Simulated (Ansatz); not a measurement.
Input and output for the cluster Ge₃F₃⁻.

```yaml
crystal:
  periodic: [false, false, false]
  atoms:
    - {symbol: Ge, position_ang: [-0.265939, -0.095754, -1.047153]}
    - {symbol: Ge, position_ang: [1.961771, -0.621488, -0.218040]}
    - {symbol: Ge, position_ang: [-1.264093, -0.161771, 1.186344]}
    - {symbol: F, position_ang: [1.512845, -2.276859, 0.435550]}
    - {symbol: F, position_ang: [-1.808628, 1.568901, 1.392321]}
    - {symbol: F, position_ang: [-0.135956, 1.586971, -1.749013]}
basis:
  gaussian: {orbitals: def2-TZVPD}
total_charge: -1
hamiltonian: {xc: {name: r2SCAN0}, dispersion: d3bjatm}
scf: {omitted_lower_state_checks: [starts]}
```

```sh
$ ansatz run in.yaml --threads 4 --pin off --events-out ev --progress --plain --max-ram 4787MiB
```

Output, abridged:

```
Functional definition: r2SCAN0
1869 factors; their error is unknown
mean field evaluation 1: about -177705.4419 eV, gradient 2.6e1 eV
mean field evaluation 2: about -177704.3474 eV, gradient 3.9e1 eV
mean field evaluation 4: about -177706.2740 eV, gradient 1.4e0 eV
mean field evaluation 8: about -177706.2833 eV, gradient 4.6e-2 eV
mean field evaluation 16: about -177707.0001 eV, gradient 2.3e-4 eV
mean field -177707.00011311 eV, -6530.6118000258 hartree, gradient 2.1e-5 eV, S^2 0.000000; 0 other end points of the search recorded, 0 dependent functions left out
reference -177707.00012862 eV, -6530.6118005958 hartree; 62, 62 occupied and 220, 220 virtual orbitals, 1869 factors
Total energy: -177707.06676346 eV, -6530.6142493812 hartree
Checks for a lower state left out: starts
```

It took 12 s on 4 threads of Arm Neoverse V1 on a shared host, peak host memory 1.1 GiB.

The restricted singlet is unstable towards broken spin symmetry in Hartree–Fock (as tested in another run); at RKS r2SCAN0-D3(BJ)-ATM/def2-TZVPD this wasn't settled.
